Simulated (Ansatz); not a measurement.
`N[SiH2]N[SiH](N)Cl`, relaxed with RKS PBE0-D4/def2-TZVP in Ansatz 0.2.0 from a GFN2-xTB geometry. The force threshold is 0.005 eV/Å; the program also tests the step.

The species carries charge 0 and has multiplicity 1.

Start:

```xyz
14

N    -0.650   -1.753   -0.250
Si    0.736   -1.072   -1.018
N     0.511    0.640   -0.890
Si   -0.341    1.513    0.334
N    -0.384    0.740    1.864
Cl    0.577    3.296    0.559
H    -0.715   -2.757   -0.202
H    -1.551   -1.368   -0.489
H     1.864   -1.570   -0.225
H     0.924   -1.339   -2.450
H     0.996    1.186   -1.582
H    -1.724    1.753   -0.077
H     0.290    0.987    2.570
H    -0.535   -0.255    1.857
```

How much energy does the relaxation release, and in how many steps? (Estimate.)

Computed: 22.47 kJ/mol, in 21 steps, 2 of them rejected.

Which bonds change most? (An estimate is asked.)

Ansatz gave: Si4–Cl6 from 2.018 to 2.073 Å; Si4–N5 from 1.715 to 1.691 Å; Si2–H10 from 1.469 to 1.490 Å; Si2–H9 from 1.466 to 1.485 Å.

Give the relaxed structure. (An estimate is asked.)

Computed: 
```xyz
14

N    -0.470   -1.948   -0.171
Si    0.677   -0.954   -0.994
N     0.135    0.683   -0.982
Si   -0.186    1.682    0.372
N    -0.598    0.660    1.654
Cl    1.432    2.834    0.965
H    -0.135   -2.800    0.253
H    -1.383   -2.091   -0.575
H     1.947   -1.178   -0.259
H     0.871   -1.277   -2.436
H     0.085    1.131   -1.886
H    -1.187    2.697   -0.026
H    -0.389    0.871    2.613
H    -0.801   -0.312    1.473
```
